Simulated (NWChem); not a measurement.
System: BSiH4O2Cl; SMILES Cl[SiH2]B(O)O

NWChem input:

```
start job
memory heap 200 mb stack 900 mb global 1100 mb
geometry units angstroms noautosym nocenter noautoz
  Si    -0.939411     0.396780    -0.000514
  Cl     0.564438     1.885663    -0.003176
  B      0.136150    -1.349185     0.000685
  O     -0.382809    -2.615546     0.008373
  O      1.493313    -1.237070    -0.007258
  H     -1.806221     0.622274    -1.211374
  H     -1.806345     0.625462     1.209637
  H     -1.353538    -2.637480     0.014017
  H      1.765829    -0.296413    -0.010957
end
basis spherical
  * library sto-3g
end
dft
  xc b3lyp
  iterations 150
end
property
  response 1 0.0773
end
task dft property
```

STO-3G and 3-21G are far too small for this property and stand as cheap habits. Coordinates come from a PBE-D3(BJ)/def2-SVP optimisation.

Field at 589 nm.

**Question.** What results follow from this input? (B3LYP/STO-3G.) Quantities: isotropic polarisability (bohr³); anisotropy (bohr³).

**Answer.** The isotropic polarisability (bohr³) comes out as 27.3. The anisotropy (bohr³) comes out as 24.1.
